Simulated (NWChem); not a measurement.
System: CF$_{3}$NOSi; SMILES F[Si](F)(N=C=O)F

Input file for NWChem:

```
start job
memory heap 200 mb stack 900 mb global 1100 mb
geometry units angstroms noautoz
  O      3.293115    -0.171091     0.041664
  C      2.122963    -0.112243     0.027512
  N      0.921803    -0.052410     0.012981
  Si    -0.750779     0.038691    -0.007530
  F     -1.347911    -1.029002    -1.014696
  F     -1.335216    -0.247334     1.437326
  F     -1.217927     1.482022    -0.465386
end
basis spherical
  O library 3-21g
  C library 3-21g
  N library 3-21g
  Si library 3-21g
  F library 3-21g
end
dft
  xc b3lyp
  iterations 150
  mulliken
end
task dft energy
```

Structure relaxed at the B3LYP/6-31G* (spherical d) level. B3LYP is NWChem's, with the RPA form of VWN correlation.

### Question
Give the results of this calculation. (B3LYP/3-21G.) Quantities: basis functions; energy (Ha); highest occupied level (eV); orbital gap (eV); dipole (D).

### Answer
The number of basis functions is 67, the energy (Ha) is -753.23 and the highest occupied level (eV) is -9.16. The orbital gap (eV) is 9.37 and the dipole (D) comes out as 0.45.
